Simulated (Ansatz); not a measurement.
Basis-set extrapolation for C₂H₃ClFSi, SMILES `[CH]=C[SiH](F)Cl` radical (PBE0-D4/def2-TZVP geometry, frozen core, Ansatz). Multiplicity 2, UHF reference.

```csv
,def2-TZVPP,def2-QZVPP
HF,-925.505313,-925.535486
MP2 correlation,-0.826688,-0.899527
CCSD(T) correlation,-0.913098,not run
```

Energies in hartree. Use E(X) = E(∞) + A·exp(−7.88·√X) for Hartree–Fock and E(X) = E(∞) + B·X^(−2.97) for correlation, with X = 3 and 4, and add CCSD(T) minus MP2 of the smaller set to the MP2 limit.

What is the CCSD(T) energy at the basis-set limit?

HF limit: -925.535486 + (-0.030173) × 0.13774 = -925.53964. MP2 limit: -0.899527 + (-0.072839) × 0.74074 = -0.95348. Higher-order term: -0.913098 − (-0.826688) = -0.08641. Total: -926.57953 hartree, 423.0 kJ/mol below CCSD(T)/def2-TZVPP.

The UHF reference is spin-contaminated (⟨S²⟩ = 0.92, T1 = 0.027).
